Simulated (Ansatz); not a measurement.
`Fc1c(F)c(F)c(Cl)c(F)c1F`, charge 0, multiplicity 1.

Q: Give a relaxed structure at PBE0-D4/def2-TZVP (Ansatz). (Estimate.)

A: Computed: 
Z-matrix (Å, degrees):
```
C
C 1 1.385
C 1 1.385 2 119.9
F 1 1.321 2 120.0 3 180.0
C 2 1.384 1 119.9 3 0.0
F 2 1.323 1 119.9 3 -180.0
C 3 1.384 1 119.9 2 -0.0
F 3 1.323 1 119.9 2 -180.0
F 5 1.321 2 118.9 1 180.0
C 5 1.388 2 120.7 1 0.0
F 7 1.321 3 118.9 1 180.0
Cl 10 1.704 5 120.6 2 180.0
```
Point group C2v.
This is one stationary point; other conformers may exist.
